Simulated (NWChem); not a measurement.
System: PbNH₂Br, singlet; SMILES [NH2][Pb][Br]

NWChem input:

```
start job
memory heap 200 mb stack 900 mb global 1100 mb
geometry units angstroms noautoz
  Pb     0.226424     0.729012     0.000370
  Br    -0.049390    -1.910386    -0.001370
  N     -1.869725     1.066991     0.003836
  H     -2.547226     0.308854     0.004318
  H     -2.325399     1.975183     0.005389
end
basis spherical
  * library def2-svp
end
ecp
  Pb library def2-ecp
end
dft
  xc b3pw91
  iterations 150
  mulliken
end
task dft energy
```

NWChem printed, in part:

```
             Northwest Computational Chemistry Package (NWChem) 7.3.0
             --------------------------------------------------------

 CS  symmetry detected

                             Geometry "geometry" -> ""
                             -------------------------

 Output coordinates in angstroms (scale by  1.889725989 to convert to a.u.)

  No.       Tag          Charge          X              Y              Z
 ---- ---------------- ---------- -------------- -------------- --------------
    1 Pb                  82.0000     0.21936819     0.71294333     0.00000000
    2 Br                  35.0000     0.00293460    -1.93198667     0.00000000
    3 N                    7.0000    -1.88384887     1.00373617     0.00000000
    4 H                    1.0000    -2.54414327     0.23056682     0.00000000
    5 H                    1.0000    -2.35981691     1.90146014     0.00000000

 Effective nuclear repulsion energy (a.u.)     800.5130144687

      Symmetry information
      --------------------

 Group name             Cs
 Group number              2
 Group order               2
 No. of unique centers     5

                                 NWChem DFT Module
                                 -----------------

 Summary of "ao basis" -> "ao basis" (spherical)
 ------------------------------------------------------------------------------
       Tag                 Description            Shells   Functions and Types
 ---------------- ------------------------------  ------  ---------------------
 Pb                         def2-svp                10       26   4s4p2d
 Br                         def2-svp                12       32   5s4p3d
 N                          def2-svp                 6       14   3s2p1d
 H                          def2-svp                 3        5   2s1p

      Symmetry analysis of basis
      --------------------------

        a'         58
        a"         24

            General Information
            -------------------
          SCF calculation type: DFT
          Wavefunction type:  closed shell.
          No. of atoms     :     5
          No. of electrons :    66
           Alpha electrons :    33
            Beta electrons :    33
          Charge           :     0
          Spin multiplicity:     1
          Use of symmetry is: on ; symmetry adaption is: on
          Maximum number of iterations: 150
          AO basis - number of functions:    82
                     number of shells:    34
          Convergence on energy requested:  1.00D-06
          Convergence on density requested:  1.00D-05
          Convergence on gradient requested:  5.00D-04

              XC Information
              --------------
                       B3PW91 Method XC Functional
                     Hartree-Fock (Exact) Exchange  0.200
                        Slater Exchange Functional  0.800 local
                    Becke 1988 Exchange Functional  0.720 non-local
                Perdew 1991 Correlation Functional  0.810 non-local
            Perdew 1991 LDA Correlation Functional  1.000 local

             Grid Information
             ----------------
          Grid used for XC integration:  medium
          Radial quadrature: Mura-Knowles
          Angular quadrature: Lebedev.
          Tag              B.-S. Rad. Rad. Pts. Rad. Cut. Ang. Pts.
          ---              ---------- --------- --------- ---------
          Pb                  1.80      123           9.0       590
          Br                  1.15      112          11.0       590
          N                   0.65       49          10.0       434
          H                   0.35       45          11.0       434
          Grid pruning is: on
          Number of quadrature shells:   374
          Spatial weights used:  Erf1

      Superposition of Atomic Density Guess
      -------------------------------------

 Sum of atomic energies:       -2846.68864140

      Non-variational initial energy
      ------------------------------

 Total energy =   -2819.528594
 1-e energy   =   -4500.267528
 2-e energy   =    1426.154376
 HOMO         =      -0.312545
 LUMO         =      -0.037291

      Symmetry analysis of molecular orbitals - initial
      -------------------------------------------------

  Numbering of irreducible representations:

     1 a'          2 a"

  Orbital symmetries:

     1 a'          2 a'          3 a'          4 a'          5 a"
     6 a'          7 a'          8 a'          9 a'         10 a"
    11 a'         12 a'         13 a'         14 a"         15 a'
    16 a'         17 a"         18 a'         19 a"         20 a'
    21 a'         22 a'         23 a"         24 a'         25 a"
    26 a'         27 a'         28 a'         29 a'         30 a"
    31 a'         32 a"         33 a'         34 a"         35 a'
    36 a'         37 a'         38 a'         39 a'         40 a'
    41 a"         42 a'         43 a'

     ---------------------------------------------
      Total Density - Mulliken Population Analysis
     ---------------------------------------------

    Atom       Charge   Shell Charges
 -----------   ------   -------------------------------------------------------
    1 Pb  22    20.76   2.99 -0.94  1.20  0.68  3.37  2.61  0.50  0.29  9.74  0.32
    2 Br  35    35.67   2.00  2.00  2.00  1.38  0.59  6.00  5.99  2.45  3.26  8.23  1.73  0.05
    3 N    7     8.02   1.99  1.05  0.52  2.60  1.86  0.01
    4 H    1     0.78   0.60  0.14  0.05
    5 H    1     0.77   0.60  0.13  0.05

   convergence    iter        energy       DeltaE   RMS-Dens  Diis-err
 ---------------- ----- ----------------- --------- --------- ---------
 d= 0,ls=0.0,diis     1  -2822.7127982849 -3.08D+03  2.45D-02  5.84D-01
 d= 0,ls=0.0,diis     2  -2822.2624389523  4.50D-01  1.69D-02  3.50D+00
 d= 0,ls=0.0,diis     3  -2822.7792757807 -5.17D-01  4.95D-03  1.19D-01
 d= 0,ls=0.0,diis     4  -2822.7929869347 -1.37D-02  1.94D-03  2.52D-02
 d= 0,ls=0.0,diis     5  -2822.7963444022 -3.36D-03  1.84D-04  2.14D-04
  Resetting Diis
 d= 0,ls=0.0,diis     6  -2822.7963773464 -3.29D-05  3.40D-05  9.57D-06
 d= 0,ls=0.0,diis     7  -2822.7963785623 -1.22D-06  9.29D-06  1.63D-07
 d= 0,ls=0.0,diis     8  -2822.7963785315  3.07D-08  6.26D-06  4.08D-07

         Total DFT energy =    -2822.796378531521
      One electron energy =    -4503.943483471697
           Coulomb energy =     1541.757410907682
    Exchange-Corr. energy =     -115.194863523040
 Nuclear repulsion energy =      254.584557555534

 Numeric. integr. density =       65.999999943185

                  Occupations of the irreducible representations
                  ----------------------------------------------

                     irrep           alpha         beta
                     --------     --------     --------
                     a'               24.0         24.0
                     a"                9.0          9.0

                       DFT Final Molecular Orbital Analysis
                       ------------------------------------

 Vector   31  Occ=2.000000D+00  E=-2.757633D-01  Symmetry=a"
              MO Center= -3.2D-01, -1.1D+00, -2.3D-14, r^2= 3.6D+00
   Bfn.  Coefficient  Atom+Function         Bfn.  Coefficient  Atom+Function
  ----- ------------  ---------------      ----- ------------  ---------------
    43      0.497715  2 Br pz                40      0.430514  2 Br pz
    37     -0.289564  2 Br pz                64     -0.239658  3 N  pz
    67      0.199607  3 N  pz                13      0.181656  1 Pb pz
    16      0.147288  1 Pb pz                34      0.094167  2 Br pz
    10     -0.066242  1 Pb pz                 7     -0.065000  1 Pb pz

 Vector   32  Occ=2.000000D+00  E=-2.596314D-01  Symmetry=a'
              MO Center= -7.9D-02, -1.4D+00,  7.2D-15, r^2= 3.0D+00
   Bfn.  Coefficient  Atom+Function         Bfn.  Coefficient  Atom+Function
  ----- ------------  ---------------      ----- ------------  ---------------
    41      0.565600  2 Br px                38      0.479134  2 Br px
    35     -0.321603  2 Br px                 3     -0.205221  1 Pb s
    61      0.174702  3 N  s                  4     -0.145355  1 Pb s
    62     -0.143754  3 N  px                 1      0.137361  1 Pb s
    65      0.108261  3 N  px                32      0.104542  2 Br px

 Vector   33  Occ=2.000000D+00  E=-2.491494D-01  Symmetry=a"
              MO Center= -1.3D+00,  2.4D-01,  1.1D-13, r^2= 3.5D+00
   Bfn.  Coefficient  Atom+Function         Bfn.  Coefficient  Atom+Function
  ----- ------------  ---------------      ----- ------------  ---------------
    64      0.483759  3 N  pz                67     -0.422846  3 N  pz
    43      0.334667  2 Br pz                40      0.273294  2 Br pz
    37     -0.183926  2 Br pz                13     -0.122904  1 Pb pz
    16     -0.098793  1 Pb pz                20      0.077502  1 Pb d  1
    34      0.059783  2 Br pz                10      0.044572  1 Pb pz

 Vector   34  Occ=0.000000D+00  E=-8.267117D-02  Symmetry=a"
              MO Center=  4.6D-02,  6.6D-01, -7.0D-15, r^2= 4.0D+00
   Bfn.  Coefficient  Atom+Function         Bfn.  Coefficient  Atom+Function
  ----- ------------  ---------------      ----- ------------  ---------------
    13      0.566482  1 Pb pz                16      0.550365  1 Pb pz
    67     -0.263039  3 N  pz                64      0.246429  3 N  pz
    43     -0.202992  2 Br pz                10     -0.187456  1 Pb pz
     7     -0.181961  1 Pb pz                40     -0.132700  2 Br pz
    37      0.088515  2 Br pz                20      0.052198  1 Pb d  1

 Vector   35  Occ=0.000000D+00  E=-3.015340D-02  Symmetry=a'
              MO Center=  2.2D-01,  5.9D-01,  1.1D-14, r^2= 5.1D+00
   Bfn.  Coefficient  Atom+Function         Bfn.  Coefficient  Atom+Function
  ----- ------------  ---------------      ----- ------------  ---------------
    15      0.799861  1 Pb py                12      0.494488  1 Pb py
    42      0.482763  2 Br py                31      0.334911  2 Br s
     3     -0.297281  1 Pb s                 39      0.236717  2 Br py
    30      0.175650  2 Br s                  9     -0.167911  1 Pb py
    74      0.166933  4 H  s                 36     -0.162988  2 Br py

 Vector   36  Occ=0.000000D+00  E= 9.759778D-03  Symmetry=a'
              MO Center= -6.7D-02,  7.6D-01,  6.9D-15, r^2= 5.8D+00
   Bfn.  Coefficient  Atom+Function         Bfn.  Coefficient  Atom+Function
  ----- ------------  ---------------      ----- ------------  ---------------
    14      0.860528  1 Pb px                61      0.842376  3 N  s
     3     -0.352059  1 Pb s                 11      0.349439  1 Pb px
    79     -0.320417  5 H  s                 60      0.225167  3 N  s
    65      0.187298  3 N  px                 1      0.182583  1 Pb s
    41     -0.172904  2 Br px                42      0.164110  2 Br py

     ---------------------------------------------
      Total Density - Mulliken Population Analysis
     ---------------------------------------------

    Atom       Charge   Shell Charges
 -----------   ------   -------------------------------------------------------
    1 Pb  22    21.38   3.01 -0.94  1.36  0.48  3.37  2.65  0.90  0.45  9.68  0.43
    2 Br  35    35.41   2.00  2.00  1.99  1.43  0.55  6.00  5.98  2.33  3.11  8.20  1.74  0.07
    3 N    7     7.50   1.99  0.98  0.53  2.38  1.61  0.01
    4 H    1     0.85   0.70  0.11  0.04
    5 H    1     0.87   0.71  0.12  0.04

     -------------------------------------------
      Total Density - Lowdin Population Analysis
     -------------------------------------------

    Atom       Charge   Shell Charges
 -----------   ------   -------------------------------------------------------
    1 Pb  22    21.62   1.49  0.48  1.09  0.75  3.09  2.71  1.06  0.72  9.31  0.93
    2 Br  35    35.24   2.00  2.00  1.96  1.15  0.77  5.99  5.81  2.46  3.08  7.84  2.03  0.14
    3 N    7     7.26   1.97  0.74  0.47  2.20  1.86  0.02
    4 H    1     0.94   0.59  0.22  0.13
    5 H    1     0.94   0.60  0.22  0.13

     Multipole analysis of the density
     ---------------------------------

     L   x y z        total         alpha         beta         nuclear
     -   - - -        -----         -----         ----         -------
     0   0 0 0      0.000000    -33.000000    -33.000000     66.000000

     1   1 0 0     -0.024258     12.424244     12.424244    -24.872746
     1   0 1 0      1.619387     41.227720     41.227720    -80.836053
     1   0 0 1      0.000000      0.000000      0.000000      0.000000

     2   2 0 0    -36.410671    -85.953070    -85.953070    135.495468
     2   1 1 0     -0.234908     26.786237     26.786237    -53.807382
     2   1 0 1     -0.000000     -0.000000     -0.000000      0.000000
     2   0 2 0    -40.037408   -292.390016   -292.390016    544.742623
     2   0 1 1     -0.000000     -0.000000     -0.000000      0.000000
     2   0 0 2    -38.173986    -19.086993    -19.086993      0.000000
```

Level: B3PW91/def2-SVP with def2 effective core potentials on Pb. Low-valent species are run as closed-shell singlets; no triplet was tried in these runs. Structure relaxed at the PBE0/def2-SVP level. def2 effective core potentials on Pb; no spin-orbit coupling.
